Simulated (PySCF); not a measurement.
**Electronic structure of Mg²⁺ (magnesium, charge +2) at the TPSS level**

Configuration: [Ne], closed-shell 1S. Calculation: PySCF 2.14, in aug-cc-pVDZ (5s4p2d, 27 functions); no relativity, point nucleus.

```json
{"Total energy": "-199.2506 hartree", "One-electron energy": "-270.8780 hartree", "Hartree (Coulomb) energy": "87.6969 hartree", "Exchange-correlation energy": "-16.0695 hartree", "Kinetic energy": "198.46840 hartree", "⟨S²⟩": "0.0000", "⟨L²⟩": "0.000", "Sum of ⟨r⟩": "5.756 bohr", "Sum of ⟨r²⟩": "4.786 bohr²", "Density at the nucleus (Gaussians lack the cusp)": "1060 bohr⁻³", "Langevin diamagnetic susceptibility": "-3.79 ×10⁻⁶ cm³/mol", "Time after the integrals": "0.25 s of wall time on 1 thread of Neoverse-V1 (shared host)"}
```

```tsv
shell	electrons	mean orbital energy (eV)	rms radius, mean of both spins (bohr)
1s	2	-1284.7	0.151
2s	2	-100.95	0.759
2p	6	-67.230	0.773
```
